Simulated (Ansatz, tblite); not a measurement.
Cost and result up the ladder for Ga5N4H16⁻, a cluster cut from zinc blende GaN (hydrogen-capped) (25 atoms). The state is a singlet with charge -1. Geometry: r2SCAN-D4/def2-SVP.

```xyz
25

N     0.408   -0.749   -1.542
N    -0.380    2.072   -0.494
N    -1.702   -1.129    0.704
N     1.079    0.077    1.391
Ga   -1.149   -1.858   -1.096
Ga    0.045    1.067   -2.194
Ga    1.874   -0.842   -0.192
Ga    0.814    2.005    1.134
Ga   -0.393   -0.915    2.228
H     0.827   -1.223   -2.352
H    -1.342    1.866   -0.213
H    -0.414    3.059   -0.765
H    -2.419   -1.773    1.051
H    -2.211   -0.251    0.571
H     1.839    0.021    2.080
H    -2.383   -1.554   -2.051
H    -0.747   -3.366   -0.851
H    -1.296    1.131   -3.044
H     1.342    1.747   -2.787
H     3.103    0.014   -0.714
H     2.132   -2.363    0.179
H     2.154    2.733    0.720
H    -0.059    2.642    2.300
H     0.042   -2.379    2.636
H    -1.164   -0.032    3.301
```

Ansatz on 2 threads of AMD EPYC 7R13 on a shared host and a share (18 GiB) of an NVIDIA H100 80GB HBM3; xTB runs through tblite on one thread. Times are rough, summed over both states, and most runs start from the orbitals of an earlier one. ωB97M-V/def2-TZVP serves as the yardstick here, not as an exact answer. The other state is a doublet.

The xTB rows come from tblite. Single mean-field runs in def2-TZVP are fitted with def2-universal-jkfit.

Run but left out: PBE-D4/def2-TZVP (neutral doublet: an occupied level 0.08 eV above an empty one).

Raw xTB energies of ions are shifted by several eV.

```csv
level,functions,wall time,vertical IE (eV),difference from ωB97M-V/def2-TZVP (eV)
GFN2-xTB,77,0.068 s,9.83,4.03
GFN1-xTB,93,0.092 s,8.71,2.91
PBE0-D4/def2-TZVP,460,12 s,5.32,-0.48
ωB97M-V/def2-TZVP (with forces),460,26 s,5.80,0.00
```
